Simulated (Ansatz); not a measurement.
Job for Ansatz (a first-principles code): R-MP2/aug-cc-pVTZ on CH2N (SMILES C#[NH+]), atoms moved off the minimum. Charge +1.

Ansatz 0.2 input:
```yaml
crystal:
  periodic: [false, false, false]
  atoms:
    - {symbol: C, position_ang: [-0.01001822, -0.00210488, -0.67381881]}
    - {symbol: N, position_ang: [-0.05126967, -0.00549732, 0.44298402]}
    - {symbol: H, position_ang: [0.09511108, 0.00921813, -1.70812612]}
    - {symbol: H, position_ang: [-0.02955938, 0.00660622, 1.53901901]}
basis:
  gaussian:
    orbitals: aug-cc-pVTZ
total_charge: 1
magnetization: {spin_polarized: false}
correlation: {method: mp2, electrons: outside_noble_gas}
scf: {lower_state_search: off}
output: {forces: true}
```

Program output:

```
Functional definition: HF
[...]
these checks for a lower state are left out or cut short: starts, cluster_reference, orbital_swaps, neighbouring_geometries, increment
integrals: 0.11 GiB planned
803 factors; integrals over basis functions are off by at most 9.7e-4 eV
mean field: 0.22 GiB planned
mean field evaluation 1: about -2531.9611 eV, gradient 4.6e1 eV
mean field evaluation 2: about -2531.9645 eV, gradient 4.6e1 eV
mean field evaluation 4: about -2535.7838 eV, gradient 4.8e0 eV
mean field evaluation 8: about -2535.8366 eV, gradient 2.5e-5 eV
mean field -2535.83658017 eV, -93.1902754694 hartree, gradient 1.3e-6 eV, S^2 0.000000; 0 other end points of the search recorded, 0 dependent functions left out
2 core orbitals not correlated
reference -2535.83658017 eV, -93.1902754694 hartree; 5, 5 occupied and 131, 131 virtual orbitals, 803 factors
densities: 0.27 GiB planned
second order -9.22362432 eV of doubles, -0.00000000 eV of singles
the calculation of the forces begins
Total energy: -2545.06020449 eV, -93.5292374112 hartree
Atom 0 at    -0.010018    -0.002105    -0.673819 Å, force     0.204759     0.019441    -2.136997 eV/Å
Atom 1 at    -0.051270    -0.005497     0.442984 Å, force    -0.031292     0.041109     6.485797 eV/Å
Atom 2 at     0.095111     0.009218    -1.708126 Å, force    -0.013659    -0.007444    -1.539106 eV/Å
Atom 3 at    -0.029559     0.006606     1.539019 Å, force    -0.159808    -0.053106    -2.809694 eV/Å
Dipole moment:     0.029792     0.006329     0.042508 e Å
Checks for a lower state left out: starts, cluster_reference, orbital_swaps, neighbouring_geometries, increment
```

The run converged.

Cost: roughly 5 core-seconds.
